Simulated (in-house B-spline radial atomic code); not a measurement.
Ionising neutral scandium with different functionals

Computed with an all-electron radial atomic-structure program (B-spline basis): non-relativistic Hamiltonian, point nucleus, spin-polarised at highest spin, spherical fractional occupations for the functionals, and exact exchange of hybrids averaged over the configuration. The ionisation energy is the difference of two self-consistent energies, [Ar] 3d1 4s2 → [Ar] 3d1 4s1, without Breit or QED terms; ε is the level of the shell that loses the electron (its least bound occupied spin orbital).

| method | rung | ΔSCF (eV) | -ε(4s) (eV) |
| --- | --- | --- | --- |
| PBE0 | global hybrid | ? | ? |
| B3LYP | global hybrid | 6.54 | 4.49 |
| TPSSh | global hybrid | 6.30 | 4.23 |
| M06-2X | global hybrid | 6.80 | 5.19 |
| BHandHLYP | global hybrid | 6.34 | 5.05 |
| r2SCAN0 | global hybrid | 6.16 | 4.61 |
| B97-1 | global hybrid | 6.64 | 4.45 |
| HSE06 | range-separated hybrid | 6.32 | 4.22 |
| wB97X | range-separated hybrid | 6.66 | 6.34 |
| CAM-B3LYP | range-separated hybrid | 6.48 | 5.49 |
| LC-wPBE | range-separated hybrid | ? | ? |

Problem. What does LC-wPBE give?

Solution. ΔSCF 6.14 eV, and -ε(4s) = 6.28 eV.

Problem. What does PBE0 give?

Solution. ΔSCF 6.32 eV, and -ε(4s) = 4.58 eV.

Problem. Among the functionals, which spreads more, the ΔSCF values or the orbital energies?

Solution. The orbital energies: ΔSCF values span about 0.66 eV and the orbital energies 2.12 eV.

Problem. How do they compare with the NIST value?

Solution. NIST lists 6.561 eV (measured, ground level to ground level). Errors run from -0.42 to +0.24 eV; B3LYP is closest (-0.02 eV), but part of that can be cancellation, since the calculations leave out relativity, Breit-QED terms, multiplet and fine-structure energies.
